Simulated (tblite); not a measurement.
A geometry optimisation, step by step.

C₂H₁₂B₂N₃P.
Atom-mapped SMILES: `[CH3:1][NH:2][B:3]([NH2:4])[N:5]([CH3:6])[BH:7][PH2:8]` (hydrogens: H9, H10, H11 on C1; H12 on N2; H13, H14 on N4; H15, H16, H17 on C6; H18 on B7; H19, H20 on P8)

Computed with GFN2-xTB (tblite), gas phase: L-BFGS steps from a force-field or distance-geometry start until the largest atomic force falls under 0.01 eV/Å. 6 of its 218 geometries are shown.

Step 0: E = -656.6045 eV, largest atomic force 3.845 eV/Å
```
atom  x, y, z in Å  |  force x, y, z in eV/Å
C1     -2.518    0.661   -0.628   -1.537   1.073  -0.541
N2     -1.092    0.690   -0.690    1.802  -1.866  -0.907
B3     -0.466   -0.637   -0.208   -1.519   0.078   1.758
N4     -1.410   -1.800    0.037    0.765   0.973   0.148
N5      0.781   -0.609    0.632    1.919   0.183  -3.327
C6      0.793    0.400    1.640    0.349   0.550   1.615
B7      2.053   -0.736   -0.166   -1.799   0.168  -0.034
P8      3.381    0.672   -0.218    0.252   0.176   1.246
H9     -2.914   -0.309   -0.964   -0.385   0.288   0.338
H10    -2.945    1.437   -1.317    0.299  -0.461   0.468
H11    -2.876    0.949    0.388    0.292  -0.557  -0.551
H12    -0.826    0.894   -1.673    0.170   0.101   1.130
H13    -1.978   -1.700    0.915    0.833  -0.414  -1.582
H14    -1.922   -2.121   -0.791   -0.100   0.290   0.884
H15     0.595    1.434    1.291   -0.089  -0.490   0.076
H16     1.807    0.405    2.133   -0.920   0.053  -0.342
H17     0.033    0.098    2.403    0.473   0.493  -0.394
H18     2.151   -1.650   -0.919   -0.061   0.120   0.375
H19     4.552    0.185   -0.898   -1.276   0.394  -0.336
H20     2.796    1.747   -0.971    0.533  -1.153  -0.025
```

Step 43: E = -659.4721 eV, largest atomic force 0.173 eV/Å
```
atom  x, y, z in Å  |  force x, y, z in eV/Å
C1     -2.703    0.705   -0.974    0.043  -0.005   0.002
N2     -1.311    0.488   -0.650    0.035  -0.035   0.014
B3     -0.652   -0.579   -0.021    0.122  -0.010   0.014
N4     -1.242   -1.802    0.321    0.024   0.053  -0.006
N5      0.765   -0.292    0.375    0.059   0.047   0.060
C6      0.803    0.542    1.572   -0.031   0.048   0.036
B7      1.887   -0.607   -0.359   -0.018   0.119  -0.066
P8      3.602    0.179    0.073    0.043   0.014   0.047
H9     -3.172   -0.209   -1.341    0.054  -0.022   0.018
H10    -2.764    1.466   -1.750   -0.150  -0.028  -0.048
H11    -3.268    1.053   -0.100    0.007  -0.013  -0.031
H12    -0.735    1.283   -0.873   -0.014   0.072   0.064
H13    -0.702   -2.572    0.674   -0.058   0.067   0.017
H14    -2.204   -2.027    0.143    0.025  -0.031  -0.052
H15     0.478    1.566    1.365   -0.009   0.018  -0.121
H16     1.808    0.595    1.996    0.024  -0.120  -0.122
H17     0.120    0.137    2.321    0.035  -0.069   0.044
H18     1.813   -1.306   -1.298   -0.124  -0.056   0.028
H19     4.236   -0.061   -1.135   -0.058  -0.095   0.007
H20     3.235    1.450   -0.343   -0.008   0.046   0.094
```

Step 87: E = -659.5759 eV, largest atomic force 0.028 eV/Å
```
atom  x, y, z in Å  |  force x, y, z in eV/Å
C1     -2.787    0.591   -1.026   -0.007   0.008  -0.007
N2     -1.420    0.620   -0.562    0.002  -0.009   0.012
B3     -0.662   -0.422   -0.008    0.004  -0.011   0.013
N4     -1.168   -1.707    0.226   -0.002  -0.019  -0.005
N5      0.749   -0.130    0.381    0.020   0.011  -0.009
C6      0.893    0.639    1.605    0.003   0.003   0.000
B7      1.808   -0.545   -0.394    0.022  -0.010   0.009
P8      3.644   -0.177    0.057   -0.018  -0.008  -0.002
H9     -3.090   -0.438   -1.211   -0.007   0.000   0.009
H10    -2.887    1.149   -1.958    0.001   0.004  -0.023
H11    -3.475    1.026   -0.292    0.001   0.008   0.019
H12    -0.992    1.526   -0.656   -0.015   0.010   0.003
H13    -0.587   -2.453    0.558    0.024   0.015  -0.002
H14    -2.093   -2.007   -0.023   -0.009   0.003  -0.013
H15     0.521    1.660    1.477    0.002  -0.004  -0.020
H16     1.943    0.681    1.899   -0.003   0.006   0.007
H17     0.320    0.172    2.410    0.004  -0.008  -0.007
H18     1.590   -1.206   -1.341   -0.006   0.005   0.006
H19     4.123   -0.173   -1.242   -0.001   0.000   0.017
H20     3.565    1.205    0.098   -0.015  -0.003  -0.008
```

Step 130: E = -659.6199 eV, largest atomic force 0.079 eV/Å
```
atom  x, y, z in Å  |  force x, y, z in eV/Å
C1     -2.912    0.567   -0.720    0.042   0.067  -0.002
N2     -1.543    0.652   -0.266    0.017   0.037  -0.018
B3     -0.630   -0.407   -0.104    0.018   0.029   0.016
N4     -1.000   -1.738   -0.336    0.004  -0.002  -0.013
N5      0.744   -0.106    0.363    0.002   0.014   0.002
C6      0.853    0.854    1.449    0.006   0.005   0.012
B7      1.856   -0.675   -0.229   -0.011   0.013   0.002
P8      3.651   -0.237    0.317   -0.034  -0.028   0.001
H9     -3.362   -0.350   -0.348   -0.030  -0.044  -0.005
H10    -2.983    0.576   -1.815   -0.011  -0.017   0.008
H11    -3.485    1.411   -0.336   -0.020  -0.011   0.010
H12    -1.198    1.597   -0.245   -0.010   0.019   0.018
H13    -0.356   -2.495   -0.206    0.006  -0.028  -0.014
H14    -1.861   -2.004   -0.776   -0.019  -0.054   0.009
H15     0.508    1.848    1.150    0.021  -0.013  -0.027
H16     1.894    0.931    1.769   -0.023   0.004   0.040
H17     0.246    0.527    2.297    0.004   0.013  -0.021
H18     1.708   -1.474   -1.077    0.017  -0.013  -0.007
H19     4.263   -0.572   -0.876    0.013   0.001  -0.011
H20     3.601    1.108   -0.013    0.010   0.010  -0.001
```

Step 174: E = -659.6478 eV, largest atomic force 0.033 eV/Å
```
atom  x, y, z in Å  |  force x, y, z in eV/Å
C1     -2.963    0.507   -0.595   -0.012   0.008   0.004
N2     -1.597    0.625   -0.140    0.016  -0.002   0.008
B3     -0.629   -0.402   -0.135    0.007  -0.007  -0.021
N4     -0.961   -1.712   -0.509   -0.011   0.013  -0.018
N5      0.743   -0.096    0.318    0.006   0.010   0.013
C6      0.874    0.947    1.325    0.010   0.027   0.010
B7      1.868   -0.701   -0.219   -0.012   0.000  -0.008
P8      3.632   -0.276    0.415    0.018  -0.001  -0.012
H9     -3.405   -0.414   -0.211    0.017   0.022  -0.010
H10    -3.027    0.487   -1.691   -0.024   0.013   0.019
H11    -3.556    1.347   -0.232    0.011  -0.026  -0.003
H12    -1.306    1.576    0.007   -0.005   0.003  -0.004
H13    -0.286   -2.453   -0.498    0.007  -0.021   0.007
H14    -1.846   -1.974   -0.902    0.012  -0.005   0.002
H15     0.935    1.940    0.865   -0.007  -0.025   0.009
H16     1.788    0.789    1.904   -0.015   0.004  -0.008
H17     0.021    0.928    2.005    0.005  -0.004  -0.024
H18     1.754   -1.526   -1.046    0.003   0.002   0.025
H19     4.322   -0.646   -0.725   -0.014   0.000   0.003
H20     3.635    1.064    0.062   -0.012  -0.008   0.009
```

Step 217: E = -659.6540 eV, largest atomic force 0.009 eV/Å
```
atom  x, y, z in Å  |  force x, y, z in eV/Å
C1     -2.966    0.525   -0.573   -0.001  -0.002   0.002
N2     -1.579    0.616   -0.182    0.002   0.000  -0.002
B3     -0.624   -0.420   -0.156    0.003   0.003   0.004
N4     -0.953   -1.738   -0.502   -0.007   0.003  -0.001
N5      0.745   -0.106    0.305    0.006   0.004  -0.003
C6      0.868    0.969    1.279    0.001   0.000   0.004
B7      1.874   -0.734   -0.197    0.000  -0.003  -0.002
P8      3.637   -0.295    0.424   -0.002  -0.001   0.003
H9     -3.349   -0.467   -0.337    0.004  -0.003  -0.005
H10    -3.105    0.704   -1.646   -0.003   0.002   0.001
H11    -3.561    1.258   -0.025   -0.003  -0.002   0.001
H12    -1.271    1.567   -0.063   -0.004   0.000   0.000
H13    -0.283   -2.482   -0.450    0.001   0.002  -0.002
H14    -1.830   -2.012   -0.903    0.002   0.000  -0.001
H15     0.978    1.942    0.787   -0.001  -0.002   0.001
H16     1.750    0.806    1.902    0.003   0.001  -0.001
H17    -0.013    0.999    1.921   -0.001   0.000   0.001
H18     1.767   -1.595   -0.987    0.001   0.004   0.004
H19     4.306   -0.587   -0.751   -0.003  -0.006   0.005
H20     3.605    1.062    0.150    0.002   0.001  -0.009
```

Problem. Summarise the path.

Solution. The energy falls by 294.23 kJ/mol from step 0 to step 217; nine tenths of that is first reached at step 27. It falls at every step. The largest force goes from 3.845 to 0.009 eV/Å. Among the bonds N2–B3 changes most, from 1.544 to 1.410 Å; the atoms move by 0.981 Å rms after alignment.

Problem. Follow the three bonds and two angles with the largest change from start to end.

Solution. 
```tsv
step	E above end (kJ/mol)	largest force (eV/Å)	N2–B3 (Å)	N5–B7 (Å)	B3–N4 (Å)	H19–P8–H20 (°)	C1–N2–B3 (°)
0	294.23	3.845	1.544	1.508	1.518	109.7	112.0
9	119.64	0.552	1.418	1.380	1.452	86.5	119.2
19	64.71	0.678	1.427	1.387	1.409	96.4	121.8
28	27.59	0.227	1.410	1.377	1.399	89.6	125.3
38	20.47	0.162	1.404	1.375	1.400	92.8	131.2
47	14.51	0.215	1.409	1.378	1.401	91.3	132.1
57	9.94	0.121	1.403	1.377	1.400	92.3	130.1
66	8.09	0.058	1.402	1.377	1.401	92.1	128.2
75	7.74	0.041	1.403	1.377	1.400	92.2	128.5
85	7.56	0.024	1.402	1.377	1.401	92.5	128.6
94	7.33	0.045	1.402	1.378	1.401	92.4	129.2
104	6.72	0.084	1.402	1.378	1.401	92.7	129.3
113	5.62	0.159	1.401	1.379	1.402	92.8	129.5
123	3.99	0.075	1.407	1.380	1.403	92.4	128.5
132	3.20	0.064	1.407	1.383	1.402	92.6	127.0
142	2.68	0.097	1.408	1.384	1.400	92.9	126.1
151	1.96	0.085	1.409	1.386	1.404	92.8	126.0
160	1.20	0.075	1.409	1.386	1.403	92.8	126.1
170	0.70	0.046	1.410	1.385	1.402	93.0	126.6
179	0.47	0.036	1.410	1.385	1.402	93.0	126.2
189	0.30	0.041	1.410	1.385	1.403	92.9	126.5
198	0.18	0.024	1.410	1.386	1.403	93.0	126.9
208	0.07	0.027	1.409	1.385	1.403	92.9	127.3
217	0.00	0.009	1.410	1.386	1.403	92.9	127.6
```

The cost below is that of the whole relaxation. Time: 1.4 s. Hardware: one thread, Arm Neoverse V2 (aarch64), no GPU, shared host with 32 logical CPUs at a one-minute load of 23.
